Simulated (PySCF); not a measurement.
# NMR data sheet: C$_{4}$H$_{14}$OSi$_{2}$

```yaml
Formula: C4H14OSi2
SMILES: C[SiH](C)O[SiH](C)C
InChI: InChI=1S/C4H14OSi2/c1-6(2)5-7(3)4/h6-7H,1-4H3
Point_group_of_the_computed_structure: C1
Degrees_of_unsaturation: 0
Carbon_signals: 1
Proton_signals: 2
```

Structure with atom numbers: `[CH3:1][SiH:2]([CH3:3])[O:4][SiH:5]([CH3:6])[CH3:7]` (H(Xn): hydrogen on atom n).

Theoretical values (PySCF 2.14.0 with density-fitted response routines): NMR shieldings at HF/pcSseg-1/GIAO, geometry from PBE0-D3(BJ)/def2-SVP. Non-relativistic Hamiltonian, fast rotation and ring inversion assumed for equivalent nuclei, no solvent model, a single conformation.

Scale: $^{1}$H (31.69 ppm), $^{13}$C (190.85 ppm), $^{29}$Si (393.43 ppm) against TMS; $^{17}$O (333.31 ppm) against H2O (reference shieldings calculated alike).

| carbon | δC, type | δH (multiplicity) | HMBC from (2–3 bonds) | span of the C tensor (ppm) |
| --- | --- | --- | --- | --- |
| C1/C3/C6/C7 | 1.8, CH3 | 0.15 (d) | H(Si2)/H(Si5), H(C1)/H(C3)/H(C6)/H(C7) | 13 |

Other nuclei:
```
        atoms    nucleus                             environment  δ (ppm)  σ (ppm)
H(Si2)/H(Si5)    $^{1}$H  hydrogen on a silicon bonded to 2 C, O     4.41    27.28
      Si2/Si5  $^{29}$Si             silicon bonded to 2 C, O, H     -4.9    398.3
           O4   $^{17}$O                   oxygen bonded to 2 Si     35.8    297.5
```

- Carbon types of the structure: 4 × CH3, leaving 2 H on heteroatoms.
- δC 1.8: methyl carbon bonded to Si; an electropositive neighbour leaves it electron-rich and shielded.
- δH 4.41: hydrogen on a silicon bonded to 2 C, O.
- δH 0.15: hydrogen on a methyl carbon bonded to Si; an electropositive neighbour shields it, as in TMS itself.

Shifts are as computed. Against solution values, carbons near 30 ppm lie about -0 ppm off and those near 130 ppm about +7 ppm. Of 1211 compounds with measured shifts, 218 miss one by over three times the rms of a fit or turn the order of signals round; such compounds aren't used in these exercises. Experimental scales use liquid or dissolved standards, which lie at an offset from isolated H2O (liquid H2O: subtract about 36 ppm). Multiplicities follow the n + 1 count of equivalent neighbours, as no J values were calculated; m marks all less simple cases, F and P coupling included.
